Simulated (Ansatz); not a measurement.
System: C₆H₁₂N, net charge 0, doublet state. It need not be the lowest isomer of its formula. 
Coordinates optimised at B3LYP-D3(BJ)/def2-TZVP (Ansatz, an electronic-structure program):
```xyz
19

C     -1.9332     0.1086    -0.0821
C     -1.2374    -1.1913     0.1215
C      0.1724    -1.1830     0.5980
C      1.0342    -0.1577    -0.1520
C      0.3441     1.2043    -0.1686
C     -1.0400     1.1255    -0.8107
N      2.3374    -0.0457     0.5059
H     -2.2063     0.5396     0.8973
H     -2.8732    -0.0322    -0.6201
H     -1.8072    -2.1111     0.1436
H      0.6180    -2.1787     0.5176
H      0.2192    -0.9109     1.6661
H      1.1198    -0.4993    -1.1958
H      0.2644     1.5623     0.8632
H      0.9689     1.9246    -0.7058
H     -0.9378     0.8252    -1.8581
H     -1.5147     2.1093    -0.8074
H      2.9371     0.5974     0.0009
H      2.8093    -0.9433     0.5196
```
Charge 0, spin multiplicity 2.

Wanted: atomisation energy (electronic, to ground-state atoms), in kcal/mol. Valence correlation only, unless marked. Open shells are spin-unrestricted. No spin-orbit coupling. Non-relativistic. The coupled-cluster limit lacks core correlation, which all-electron functionals hold. CBS marks a two-point X^-3 extrapolation of the correlation energy; Hartree-Fock from the larger set. The bracket is a focal-point correction in the basis named.

```csv
level,program,atomisation energy (kcal/mol),minus last row
HF/6-31G,Ansatz,1287.0,-538.8
PBE0/def2-SVP,Ansatz,1858.7,32.9
PBE0-D4/def2-TZVP,Ansatz + dftd4,1846.7,20.9
PBE0/def2-QZVPP,Ansatz,1841.0,15.2
HSE06-D3(BJ)/def2-TZVPD,Ansatz + dftd3,1847.5,21.7
HSE06-D4/def2-TZVPD,Ansatz + dftd4,1848.7,22.9
wB97X-V/def2-TZVPD,Ansatz,1831.6,5.8
B2GP-PLYP-D3(BJ)/def2-TZVPD,Ansatz + dftd3,1806.0,-19.8
B2PLYP-D3(BJ)/def2-TZVPD,Ansatz + dftd3,1811.2,-14.6
MP2/6-31G,Ansatz,1576.8,-249.0
SCS-MP2/STO-3G,Ansatz,1840.2,14.4
CCSD/6-31G,Ansatz,1568.5,-257.3
CCSD/cc-pVDZ,Ansatz,1677.9,-147.9
CCSD(T)/cc-pVDZ,Ansatz,1695.1,-130.7
"RI-MP2/CBS(cc-pVTZ,cc-pVQZ)+[CCSD(T)-MP2]/cc-pVTZ",Ansatz,1825.8,0.0
```
